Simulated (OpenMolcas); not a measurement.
Sn3+: CASPT2 settings compared

```json
{
  "Program": "OpenMolcas",
  "Basis": "ANO-R1 [6s5p3d1f]",
  "Scalar Hamiltonian": "X2C, finite nucleus",
  "Active space": "1 electron in 4 orbitals (5s 5p)",
  "State averaging": "2S+1 = 2 even, 1 root; 2S+1 = 2 odd, 3 roots",
  "Spin-orbit coupling": "RASSI with atomic mean-field integrals over the reference wave functions, term energies averaged over their components"
}
```

Methods on the same reference wave functions:
A. CASSCF
B. SS-CASPT2, IPEA 0.3 Eh, real shift 0.5 Eh (closed shells correlated: 4d)
C. XMS-CASPT2, IPEA 0.35 Eh, imaginary shift 0.4 Eh (closed shells correlated: 4d)
D. XMS-CASPT2, IPEA 0 Eh, imaginary shift 0.5 Eh (closed shells correlated: 4s 4p 4d)

Energies in eV above 5s ²S_1/2, the measured ground level; measured values from Moore, Atomic Energy Levels, vol. III, NSRDS-NBS 35 (1971 reprint of NBS Circular 467, 1958).

```csv
Level,A,B,C,D,Measured
5s ²S_1/2,0.0000,0.0000,0.0000,0.0000,0.0000
5p ²P°_1/2,8.1555,8.309,8.267,8.328,8.6248
5p ²P°_3/2,8.9382,9.091,9.049,9.111,9.4318
```

Deviations, from unrounded energies. A percentage is the sum of absolute deviations over the sum of measured energies, with the sign that they share, or ± where signs differ.

```csv
Against measurement,Levels,A,B,C,D
mean absolute deviation (cm-1),2,3900,2600,3000,2500
other configurations (%),2,-5.3,-3.6,-4.1,-3.4
```

D lies closest to measurement on these levels and A furthest from it. The largest miss of D in the table is 5p ²P°_3/2, by -2600 cm-1. The ranking rests on the paired levels alone, and a cruder setting can come out closer through cancelling errors.

Among B to D the level of the table that moves most is 5p ²P°_3/2, by 500 cm-1 (lowest in C, highest in D).

The lowest spin-free term lies below A's lowest term by 0.296 hartree in B, 0.298 hartree in C, 0.375 hartree in D.

The basis is small and was not contracted for so high a charge. With one active electron the reference holds no correlation, so core polarisation is missing (holds for A). With one active electron, CASPT2 adds the correlation within the correlated inactive shells and between them and that electron, and leaves the splitting within a term as the reference gives it (holds for B; C; D). Measured partners are found by configuration, term and J. A level has none where our copy of the source lacks it or the pairing is in doubt (some pairs that miss far off the trend of their configuration count as doubtful), and it then counts in no deviation. Levels of configurations outside the active space are missing.

° marks odd parity.
